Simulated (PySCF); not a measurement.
## Gas-phase XPS of trimethyl arsine, computed

Species: trimethyl arsine, C3H9As.
Geometry (PBE0-D3(BJ)/def2-SVP, Å), atoms numbered from 1 in this order:
```
atom  x, y, z in Å
C1    -0.4056    1.6280    0.3677
As2   -0.1726   -0.1874    1.0860
C3     1.6012   -0.5281    0.3090
C4    -1.2211   -1.1255   -0.2876
H5    -0.1626    1.6733   -0.7050
H6     0.2452    2.3257    0.9148
H7    -1.4481    1.9470    0.5142
H8     1.6214   -0.3031   -0.7684
H9     1.8721   -1.5830    0.4621
H10    2.3496    0.0946    0.8209
H11   -0.9420   -0.8011   -1.3018
H12   -1.0543   -2.2090   -0.1976
H13   -2.2918   -0.9304   -0.1285
```

Method: delta-SCF UKS SCAN, pcX-2 on the ionised atom, pcseg-1 elsewhere, spin-free X2C in PySCF 2.14.0. These are vertical core ionisation energies against the vacuum level, from separate self-consistent calculations with and without the core hole.

Question: Give the core binding energies atom by atom.

Answer: 
```tsv
atom(s)	environment	level	binding energy (eV)	count
C1/C3/C4	methyl carbon	C 1s	290.16	3
```

Question: Which photon energy gives electrons from C 1s of C1/C3/C4 a kinetic energy of 100 eV, and what is their de Broglie wavelength?

Answer: hν = 290.16 + 100 = 390.16 eV, recoil neglected; λ = 12.264 Å/√(E/eV) = 1.23 Å.

Atoms equivalent by their bonding share one computed value, that of the first of them. No level of arsenic is listed. Geometry: PBE0-D3(BJ)/def2-SVP; no solvent, vibrations or thermal averaging.
